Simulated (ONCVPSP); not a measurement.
**PBE ONCV dataset for In (Z = 49), scalar-relativistic all-electron reference.**

* Element: In
* Generator: ONCVPSP 4.0.1
* Type: optimised norm-conserving Vanderbilt (ONCV)
* Functional: PBE
* Relativity: scalar-relativistic
* Frozen core: [Kr]
* Valence charge: 13
* Reference configuration: 4d10 5s2 5p1
* Partial waves: 5s: rc 2.30 bohr, ncon 4, nbas 7, qcut 2.6 1/bohr, 2 projectors, debl 2.6 Ha; 5p: rc 2.45 bohr, ncon 4, nbas 8, qcut 3.1 1/bohr, 2 projectors, debl 1.8 Ha; 4d: rc 1.05 bohr, ncon 4, nbas 7, qcut 8.7 1/bohr, 2 projectors, debl 3 Ha
* Local potential: polynomial inside 0.85 bohr (lpopt 4, dvloc0 -1 Ha)
* Core correction: Teter function, parameters optimised by the program

All-electron outer shells of the reference configuration (PBE, scalar-relativistic, ld1.x):

```
shell  level (eV)  outermost node (bohr)  outermost maximum (bohr)
   4s     -119.66                   0.41                      0.77
   4p      -78.13                   0.42                      0.82
   4d      -18.62                   0.40                      0.94
   5s       -8.21                   1.02                      2.16
   5p       -2.52                   1.14                      2.85
```

(1) Estimate the cutoffs (Ha) at which the residual kinetic energy of the hardest occupied pseudo-wave falls to 1 and 0.1 mHa per electron.

(2) Does the potential have ghost states?

(3) Which valence shell sets the plane-wave cutoff?

## Answers

(1) 42 Ha and 128 Ha.

(2) Ghosts flagged at negative energy: s at -154.8 eV, p at -60.1 eV; GHOST(+) flagged for s at 134.8 eV. A true bound ghost makes a file unfit for plane-wave use.

(3) 4d: 42 Ha for 1 mHa per electron, against 15 Ha for 5s.

Its largest configuration-test error is -15 meV (4d10 5s1 5p0). 1 of 4 tests not solved or not reliable.
